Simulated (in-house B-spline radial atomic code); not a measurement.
A fraction x of an electron is removed from 4f in Gd IV (Gd3+), starting from [Xe] 4f7 and keeping the highest spin. All numbers are computed (scalar-relativistic (X2C) PBEsol, spin-polarised, spherical fractional occupations; Fermi nucleus of rms radius 5.1569 fm) with a radial B-spline atomic code at the basis-set limit, not measured.

| x | E(x) - E(0) (eV) | 4f up level (eV) |
| --- | --- | --- |
| 0 | 0.0000 | -35.647 |
| 0.01 | 0.3574 | -35.834 |
| 0.21 | 7.9037 | -39.644 |
| 0.28 | 10.7262 | -41.001 |
| 0.41 | 16.2215 | -43.549 |
| 0.5 | 20.2212 | -45.337 |
| 0.7 | 29.6908 | -49.374 |
| 0.79 | 34.2174 | -51.219 |
| 0.9 | 39.9766 | -53.498 |
